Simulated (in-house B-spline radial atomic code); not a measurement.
Spin-orbit splittings of orbital energies (j = l + 1/2 less j = l - 1/2) and ratios of mean radii (lower j over upper j) along the 12-electron series, configuration [Ne] 3s2. Computed with a B-spline radial code for spherical atoms: Dirac-Hartree-Fock, average of the configuration, finite nuclei.

```json
{"ion": "Pr47+", "Z": "59", "splitting of 2p (eV)": "501.25", "radius ratio of 2p": "0.93434"}
{"ion": "Nd48+", "Z": "60", "splitting of 2p (eV)": "540.39", "radius ratio of 2p": "0.93193"}
{"ion": "Pm49+", "Z": "61", "splitting of 2p (eV)": "581.92", "radius ratio of 2p": "0.92947"}
{"ion": "Sm50+", "Z": "62", "splitting of 2p (eV)": "625.97", "radius ratio of 2p": "0.92695"}
{"ion": "Eu51+", "Z": "63", "splitting of 2p (eV)": "672.65", "radius ratio of 2p": "0.92438"}
{"ion": "Gd52+", "Z": "64", "splitting of 2p (eV)": "722.09", "radius ratio of 2p": "0.92176"}
{"ion": "Tb53+", "Z": "65", "splitting of 2p (eV)": "774.41", "radius ratio of 2p": "0.91908"}
{"ion": "Dy54+", "Z": "66", "splitting of 2p (eV)": "829.75", "radius ratio of 2p": "0.91634"}
{"ion": "Ho55+", "Z": "67", "splitting of 2p (eV)": "888.24", "radius ratio of 2p": "0.91355"}
{"ion": "Er56+", "Z": "68", "splitting of 2p (eV)": "950.04", "radius ratio of 2p": "0.9107"}
{"ion": "Tm57+", "Z": "69", "splitting of 2p (eV)": "1015.29", "radius ratio of 2p": "0.90779"}
{"ion": "Yb58+", "Z": "70", "splitting of 2p (eV)": "1084.15", "radius ratio of 2p": "0.90482"}
{"ion": "Lu59+", "Z": "71", "splitting of 2p (eV)": "1156.79", "radius ratio of 2p": "0.90179"}
{"ion": "Hf60+", "Z": "72", "splitting of 2p (eV)": "1233.38", "radius ratio of 2p": "0.8987"}
{"ion": "Ta61+", "Z": "73", "splitting of 2p (eV)": "1314.1", "radius ratio of 2p": "0.89554"}
{"ion": "W62+", "Z": "74", "splitting of 2p (eV)": "1399.13", "radius ratio of 2p": "0.89232"}
```

Question: With what power of Z does the column «splitting of 2p (eV)» change over this range?

Answer: A fit of the logarithm of its size against log Z from Z = 59 to 74 has slope 4.53. An unscreened hydrogenic electron would give 4 at low Z; screening makes the apparent power larger near the neutral end, and relativity raises it again at high Z.
